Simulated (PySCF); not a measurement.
How methods differ on the excitation energy of C

C [He] 2s2 2p2 (3P) → C [He] 2s1 2p2 3s1 (5P), as a difference of total energies. Calculation: PySCF 2.14, in aug-cc-pCVTZ-DK with one added diffuse shell each of s, p, d, f type (8s7p5d3f, 75 functions); the spin-free X2C one-electron Hamiltonian (Gaussian nucleus). Correlated levels: valence: 1s2 frozen; valence and next inner shell: nothing frozen. The calculations carry no spin-orbit coupling.

| method | excitation energy (cm⁻¹) |
| --- | --- |
| UHF | 87429 |
| LDA | 102110 |
| PBE | 101140 |
| PBE0 | 100620 |
| r2SCAN | 99101 |
| B2PLYP | 104070 |
| BLYP | 105340 |
| wB97X-V | 104490 |
| r2SCAN0 | 99397 |
| MP2 (valence) | 99213 |
| SCS-MP2 (valence) | 102000 |
| MP2 (valence and next inner shell) | 99391 |
| SCS-MP2 (valence and next inner shell) | 102140 |

The upper state lies above the first ionisation limit, but in LS coupling its spin forbids autoionisation to the ground ion. A Rydberg-like electron needs more diffuse functions than a valence basis has.

The promoted electron is Rydberg-like, and one or two diffuse shells describe it only roughly, which tends to raise the upper state.
